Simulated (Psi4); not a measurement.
C₄H₅Si, doublet, at a GFN2-xTB geometry; HF/def2-SVP (Psi4 1.11).

Psi4 was given this input:
```
memory 2 GB

molecule mol {
0 2
  C     0.445914   -1.251631   -0.250161
  C    -0.854273   -1.187022   -0.476427
  C    -1.450411    0.135479   -0.235507
  C    -0.612098    1.093081    0.176771
  Si    1.146253    0.395681    0.320147
  H    -1.481545   -1.999804   -0.810576
  H    -2.511765    0.272484   -0.397747
  H    -0.948085    2.096591    0.381372
  H     2.077680    0.986420   -0.636471
  H     1.641373    0.365331    1.693311
}

set basis def2-svp
set reference uhf
set damping_percentage 50

energy('scf')
print_variables()
```

Question: Write the output that Psi4 gives for this input, abridged.

Answer: 
```
   => Loading Basis Set <=

    Name: DEF2-SVP
    Role: ORBITAL
    Keyword: BASIS

         ---------------------------------------------------------
                                   SCF
               by Justin Turney, Rob Parrish, Andy Simmonett
                          and Daniel G. A. Smith
                              UHF Reference
         ---------------------------------------------------------

  ==> Geometry <==

    Molecular point group: c1
    Full point group: C1

    Geometry (in Angstrom), charge = 0, multiplicity = 2:

       Center              X                  Y                   Z               Mass
    ------------   -----------------  -----------------  -----------------  -----------------
         C            0.431271060968    -1.230441511704    -0.247254526444    12.000000000000
         C           -0.868915939032    -1.165832511704    -0.473520526444    12.000000000000
         C           -1.465053939032     0.156668488296    -0.232600526444    12.000000000000
         C           -0.626740939032     1.114270488296     0.179677473556    12.000000000000
         SI           1.131610060968     0.416870488296     0.323053473556    27.976926534650
         H           -1.496187939032    -1.978614511704    -0.807669526444     1.007825032230
         H           -2.526407939032     0.293673488296    -0.394840526444     1.007825032230
         H           -0.962727939032     2.117780488296     0.384278473556     1.007825032230
         H            2.063037060968     1.007609488296    -0.633564526444     1.007825032230
         H            1.626730060968     0.386520488296     1.696217473556     1.007825032230

  Running in c1 symmetry.

  Rotational constants: A =      0.25660  B =      0.15696  C =      0.10091 [cm^-1]
  Rotational constants: A =   7692.61649  B =   4705.39665  C =   3025.31985 [MHz]
  Nuclear repulsion =  191.649521285831440

  Charge       = 0
  Multiplicity = 2
  Electrons    = 43
  Nalpha       = 22
  Nbeta        = 21

  ==> Algorithm <==

  SCF Algorithm Type is DF.
  DIIS enabled.
  MOM disabled.
  Fractional occupation disabled.
  Guess Type is SAD.
  Energy threshold   = 1.00e-06
  Density threshold  = 1.00e-06
  Integral threshold = 1.00e-12

  ==> Primary Basis <==

  Basis Set: DEF2-SVP
    Blend: DEF2-SVP
    Number of shells: 47
    Number of basis functions: 99
    Number of Cartesian functions: 104
    Spherical Harmonics?: true
    Max angular momentum: 2

   => Loading Basis Set <=

    Name: (DEF2-SVP AUX)
    Role: JKFIT
    Keyword: DF_BASIS_SCF

  ==> Integral Setup <==

  SCF_SUBTYPE=INCORE selected. In-core MEM_DF algorithm will be used.
  Using in-core AOs.

  ==> MemDFJK: Density-Fitted J/K Matrices <==

    J tasked:                   Yes
    K tasked:                   Yes
    wK tasked:                   No
    Algorithm:                 Core
    Schwarz Cutoff:           1E-12
    Mask sparsity (%):       0.9387
    Fitting Condition:        1E-10

   => Auxiliary Basis Set <=

  Basis Set: (DEF2-SVP AUX)
    Blend: DEF2-UNIVERSAL-JKFIT
    Number of shells: 168
    Number of basis functions: 518
    Number of Cartesian functions: 611
    Spherical Harmonics?: true
    Max angular momentum: 4

  Minimum eigenvalue in the overlap matrix is 1.1303593673E-03.
  Reciprocal condition number of the overlap matrix is 1.8749215265E-04.
    Using symmetric orthogonalization.

  ==> Pre-Iterations <==

  SCF Guess: Superposition of Atomic Densities via on-the-fly atomic UHF (no occupation information).

   -------------------------
    Irrep   Nso     Nmo
   -------------------------
     A         99      99
   -------------------------
    Total      99      99
   -------------------------

  ==> Iterations <==

                           Total Energy        Delta E     RMS |[F,P]|

   @DF-UHF iter SAD:  -442.35016401404607   -4.42350e+02   0.00000e+00
   @DF-UHF iter   1:  -442.87911547959720   -5.28951e-01   3.79758e-03 ADIIS/DIIS
[...]
   @DF-UHF iter  74:  -443.00126283305508    1.14964e-03   1.85818e-04 ADIIS/DIIS/DAMP=50%
   @DF-UHF iter  75:  -443.00167426117730   -4.11428e-04   1.83346e-04 ADIIS/DIIS/DAMP=50%
   @DF-UHF iter  76:  -443.00083917719104    8.35084e-04   1.76886e-04 ADIIS/DIIS/DAMP=50%
   @DF-UHF iter  77:  -443.00085138484440   -1.22077e-05   1.86523e-04 ADIIS/DIIS/DAMP=50%
   @DF-UHF iter  78:  -443.00053983698638    3.11548e-04   1.87364e-04 ADIIS/DIIS/DAMP=50%
   @DF-UHF iter  79:  -443.00059907822282   -5.92412e-05   2.01757e-04 ADIIS/DIIS/DAMP=50%
   @DF-UHF iter  80:  -443.00097834351965   -3.79265e-04   2.24847e-04 ADIIS/DIIS/DAMP=50%
   @DF-UHF iter  81:  -443.00000871130351    9.69632e-04   1.99762e-04 ADIIS/DIIS/DAMP=50%
   @DF-UHF iter  82:  -442.99969286768658    3.15844e-04   2.04511e-04 ADIIS/DIIS/DAMP=50%
   @DF-UHF iter  83:  -442.99791865168652    1.77422e-03   1.83816e-04 ADIIS/DIIS/DAMP=50%
   @DF-UHF iter  84:  -442.99976437069495   -1.84572e-03   2.59138e-04 ADIIS/DIIS/DAMP=50%
   @DF-UHF iter  85:  -442.99867940446512    1.08497e-03   2.48287e-04 ADIIS/DIIS/DAMP=50%
   @DF-UHF iter  86:  -443.00028575492183   -1.60635e-03   3.10397e-04 ADIIS/DIIS/DAMP=50%
   @DF-UHF iter  87:  -443.00071587499730   -4.30120e-04   2.80701e-04 ADIIS/DIIS/DAMP=50%
   @DF-UHF iter  88:  -443.00040447734096    3.11398e-04   2.58880e-04 ADIIS/DIIS/DAMP=50%
   @DF-UHF iter  89:  -442.99808961090582    2.31487e-03   2.38002e-04 ADIIS/DIIS/DAMP=50%
   @DF-UHF iter  90:  -442.99381137668001    4.27823e-03   1.62295e-04 ADIIS/DIIS/DAMP=50%
   @DF-UHF iter  91:  -442.99443405282011   -6.22676e-04   3.42710e-04 ADIIS/DIIS/DAMP=50%
   @DF-UHF iter  92:  -442.99521947034356   -7.85418e-04   3.90873e-04 ADIIS/DIIS/DAMP=50%
   @DF-UHF iter  93:  -442.99560187646250   -3.82406e-04   4.35807e-04 ADIIS/DIIS/DAMP=50%
   @DF-UHF iter  94:  -442.99753109885796   -1.92922e-03   4.36786e-04 ADIIS/DIIS/DAMP=50%
   @DF-UHF iter  95:  -442.99971611524279   -2.18502e-03   4.09168e-04 ADIIS/DIIS/DAMP=50%
   @DF-UHF iter  96:  -442.99939487022152    3.21245e-04   3.70052e-04 ADIIS/DIIS/DAMP=50%
   @DF-UHF iter  97:  -442.99952053486919   -1.25665e-04   3.47640e-04 ADIIS/DIIS/DAMP=50%
   @DF-UHF iter  98:  -442.99846256262242    1.05797e-03   3.16620e-04 ADIIS/DIIS/DAMP=50%
   @DF-UHF iter  99:  -442.99666585613591    1.79671e-03   2.86621e-04 ADIIS/DIIS/DAMP=50%
   @DF-UHF iter 100:  -442.99702720559503   -3.61349e-04   2.97463e-04 ADIIS/DIIS/DAMP=50%

PsiException: Could not converge SCF iterations in 100 iterations.

  Failed to converge.

Traceback (most recent call last):
  File "psi4", line 375, in <module>
  File "<string>", line 32, in <module>
  File "site-packages/psi4/driver/driver.py", line 533, in energy
  File "site-packages/psi4/driver/procrouting/proc.py", line 2760, in run_scf
  File "site-packages/psi4/driver/procrouting/proc.py", line 2047, in scf_helper
  File "site-packages/psi4/driver/procrouting/scf_proc/scf_iterator.py", line 93, in scf_compute_energy
  File "site-packages/psi4/driver/procrouting/scf_proc/scf_iterator.py", line 86, in scf_compute_energy
  File "site-packages/psi4/driver/procrouting/scf_proc/scf_iterator.py", line 609, in scf_iterate

psi4.driver.p4util.exceptions.SCFConvergenceError: Could not converge SCF iterations in 100 iterations.

Printing out the relevant lines from the Psithon --> Python processed input file:
    ""","mol")
    core.IO.set_default_namespace("mol")
    core.set_global_option("BASIS", "def2-svp")
    core.set_global_option("REFERENCE", "uhf")
    core.set_global_option("DAMPING_PERCENTAGE", 50)
--> energy('scf')
    print_variables()

!-------------------------------------------------------!
!                                                       !
!  Could not converge SCF iterations in 100 iterations. !
!                                                       !
!-------------------------------------------------------!
```

The run did not converge; its last values are not results.
